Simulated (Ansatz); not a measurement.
Start from `[CH3][Ge]([NH2])([Cl])[Cl]` and change one atom or group to get `[CH3][Ge]([NH2])([OH])[Cl]`.

Ansatz, PBE0-D4/def2-TZVP geometries, multiplicity 1. Each molecule was computed in one conformer, which needn't be the lowest.

Scalar relativity is left out up to krypton.

| property | `[CH3][Ge]([NH2])([Cl])[Cl]` |
| --- | --- |
| HOMO energy (B3LYP/def2-TZVPP) / eV | -7.65 |
| size of the dipole moment (ωB97M-V/def2-TZVPP) / D | 3.62 |
| HOMO–LUMO gap (ωB97M-V/def2-TZVPP) / eV | 11.96 |
| size of the dipole moment (PBE/def2-TZVPP) / D | 3.54 |
| HOMO energy (PBE/def2-TZVPP) / eV | -6.44 |
| LUMO energy (B3LYP/def2-TZVPP) / eV | -0.45 |

Task: What does the change do to each property? (An estimate is asked.)

Result: Computed: 
```
                                          property  `[CH3][Ge]([NH2])([OH])[Cl]`  shift
               HOMO energy (B3LYP/def2-TZVPP) / eV                         -7.59   0.06
size of the dipole moment (ωB97M-V/def2-TZVPP) / D                          1.24  -2.38
           HOMO–LUMO gap (ωB97M-V/def2-TZVPP) / eV                         12.07   0.11
    size of the dipole moment (PBE/def2-TZVPP) / D                          1.23  -2.31
                 HOMO energy (PBE/def2-TZVPP) / eV                         -6.38   0.06
               LUMO energy (B3LYP/def2-TZVPP) / eV                         -0.08   0.37
```

With PBE0 the HOMO rises by 0.06 eV and the LUMO rises by 0.40 eV, so the gap widens by about 0.34 eV. PBE moves the HOMO by 0.06 eV and ωB97M-V by 0.05 eV. Dipoles are sizes alone; their direction can turn.

B3LYP here is the variant with VWN-RPA as its local correlation; programs differ in this.
